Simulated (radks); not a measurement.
The numbers below are computed, except where a source is named.
Task: These are the eigenvalues of the occupied orbitals of an atom or ion with whole-number occupations (Ry). Level of theory: non-relativistic Kohn-Sham, TPSS, spin-polarised, spherical densities, point nucleus; meta-GGA in the generalised Kohn-Sham scheme (a radial shooting solver on a logarithmic mesh with Libxc functionals).

| orbital | eigenvalue |
|---|---|
| 1s up | -4090.804 |
| 1s down | -4089.513 |
| 2s up | -998.3463 |

Which element is it, and in what charge state? The configuration may be excited. Open shells, if any, are filled with parallel spins first.

Result: Z = 65, terbium, charge +62: Tb62+ in [He] 2s1. The list shows which subshells hold electrons but not how many an open one holds; the 1s level, -2045.4 hartree, gives Z - s = 64.0 by -(Z - s)^2/2, which with screening narrows Z to a few neighbours, and the depths of the outer levels then fix element, charge and occupations together.
